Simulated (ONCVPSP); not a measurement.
# Configuration tests for Mo (Z = 42) (ONCV)

| Item | Value |
| --- | --- |
| Element | Mo (Z = 42) |
| Generator | ONCVPSP 4.0.1 |
| Type | optimised norm-conserving Vanderbilt (ONCV) |
| Functional | PW91 |
| Relativity | scalar-relativistic |
| Frozen core | [Ar] 3d10 |
| Valence charge | 14 |
| Reference configuration | 4s2 4p6 4d5 5s1 |
| Partial waves | 4s+5s: rc 1.50 bohr, ncon 3, nbas 7, qcut 8.1 1/bohr, 2 projectors; 4p: rc 1.85 bohr, ncon 4, nbas 9, qcut 8.3 1/bohr, 2 projectors, debl 2.8 Ha; 4d: rc 2.55 bohr, ncon 4, nbas 9, qcut 6.5 1/bohr, 2 projectors, debl 3.3 Ha |
| Local potential | polynomial inside 1.50 bohr (lpopt 5, dvloc0 2 Ha) |
| Core correction | Teter function, fcfact 5.25, rcfact 1.35 |

Energies are relative to the spin-unpolarised reference configuration 4s2 4p6 4d5 5s1; without spin polarisation the order of configurations can differ from experiment.

```tsv
valence configuration	charge	ΔE all-electron (eV)	error AE − PS (meV)
4s2 4p6 4d4 5s0	+2	22.466	0.0
4s2 4p6 4d3 5s0	+3	49.275	+45
4s2 4p6 4d4 5s1 5p1	0	3.756	+9.6
```

What are ΔE and the potential's error for 4s2 4p6 4d5 5s0?

ΔE = 6.944 eV all-electron; the error (AE − PS) is 0.0 meV.
